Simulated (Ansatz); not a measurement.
A run of Ansatz (development build ahead of 0.2.0) on singlet BeO at this shape:

| atom | x (Å) | y (Å) | z (Å) |
| --- | --- | --- | --- |
| Be | 0.0000 | 0.0000 | 0.0000 |
| O | 0.0000 | 0.0000 | 1.6700 |

Its results:

```yaml
Converged: yes
Reference_energy: -89.35278 hartree
Correlation_energy: -0.15664 hartree
Total_energy: -89.50942 hartree
Spin_squared_of_the_determinant: 1.011
Stability_test: minimum
```

Forces (eV/Å):
| atom | Fx | Fy | Fz |
| --- | --- | --- | --- |
| Be1 | 0.000 | 0.000 | 2.772 |
| O2 | 0.000 | 0.000 | -2.772 |

Problem. Which input gives this output? Name the method, the orbitals and the basis set, and write the input.

Solution. UHF-MP2 in def2-SVP.

```yaml
crystal:
  periodic: [false, false, false]
  atoms:
    - { symbol: Be, position_ang: [0.0, 0.0, 0.0] }
    - { symbol: O, position_ang: [0.0, 0.0, 1.67] }
basis:
  gaussian: { orbitals: def2-SVP }
magnetization:
  spin_polarized: true
hamiltonian:
  xc: hf
correlation:
  method: mp2
  frozen_orbitals: { Be: 0, O: 1 }
output:
  forces: true
```

Caution: bonds are stretched, where a single reference can fail; the unrestricted determinant is a mixture of spin states.
